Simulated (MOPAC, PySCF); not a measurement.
Isomers of CH2B2O. All species are isolated molecules in the gas phase. One relaxed conformer stands for each flexible species; it need not be the lowest. Strings in code marks are SMILES.

Quantity: electronic energy of isomers of CH2B2O relative to `[H]/B=C\B=O`, in kcal/mol. Semi-empirical values (MOPAC) are differences of heats of formation.

Level 1: B3LYP/3-21G // r2SCAN-D4/def2-TZVP (PySCF)
Level 2: PBE/6-31G* // r2SCAN-D4/def2-TZVP (PySCF)
Level 3: HF/3-21G // r2SCAN-D4/def2-TZVP (PySCF)
Level 4: AM1 // r2SCAN-D4/def2-TZVP (MOPAC)

```csv
species,level 1,level 2,level 3,level 4
`C=BB=O`,4.20,7.94,8.40,11.5
`OC1=BB1`,100.4,77.1,114.0,119.3
`OC1B=B1` (H–O–C–B torsion 133°),188.4,153.8,218.6,130.7
`BB=C=O`,70.9,61.9,81.3,92.0
`B=C=BO`,21.5,21.7,20.2,53.7
```
